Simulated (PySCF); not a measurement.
**Structure from NMR data**

Molecular formula: C₅H₁₂OSi₂. Simulated spectra:

1H NMR (300 MHz, computed): δ 5.24 (m, 2H), 4.87 (m, 2H), 2.00 (m, 2H), 1.82 (m, 2H), 1.81 (m, 1H), 1.77 (m, 2H), 1.15 (m, 1H).

13C{1H} NMR (computed): δ 32.8 (CH2), 30.9 (CH2), 27.7 (CH).

PySCF calculation with structure optimised with GFN2-xTB and σ from GIAO-PBE0/pcSseg-1; in vacuum, single conformer, non-relativistic, rapidly exchanging positions averaged.

Chemical shifts δ = σref − σ; TMS for 1H (σ = 31.72 ppm) and 13C (σ = 186.93 ppm), all at this level.

**Question.** Choose the structure that fits.
A. CC#C[SiH2][SiH2]OCC
B. CC(=O)[C@@H]1C[Si@@H](C)[SiH2]1
C. C1C[C@@H]2[SiH2]O[SiH2][C@@H]2C1

**Answer.** C. 

- Rings plus π bonds: 2 (2 rings in the answer).
- 3 carbon signals for 5 carbons: some carbons are equivalent by symmetry or fast rotation.
- Carbon types of the structure: 2 × CH, 3 × CH2, leaving 4 H on heteroatoms.
- δC 32.8, 30.9: sp3 CH2 in a ring; aliphatic region, no heteroatom directly attached.
- δC 27.7: sp3 CH bonded to Si.
- δH 5.24, 4.87: hydrogen on a silicon bonded to C, O, in a 5-membered ring.
- δH 2.00: hydrogen on an sp3 CH bonded to Si.
- δH 1.82, 1.81, 1.77, 1.15: hydrogen on an sp3 CH2 in a ring.

The others: CC(=O)[C@@H]1C[Si@@H](C)[SiH2]1 would give 5 carbon signals, not 3; CC#C[SiH2][SiH2]OCC would give 5 carbon signals, not 3.

Shifts are as computed. Against solution values, carbons near 30 ppm lie about +3 ppm off and those near 130 ppm about +5 ppm. Of 1211 compounds with measured shifts, 218 miss one by over three times the rms of a fit or turn the order of signals round; such compounds aren't used in these exercises. Multiplicities follow the n + 1 count of equivalent neighbours, as no J values were calculated; m marks all less simple cases, F and P coupling included.
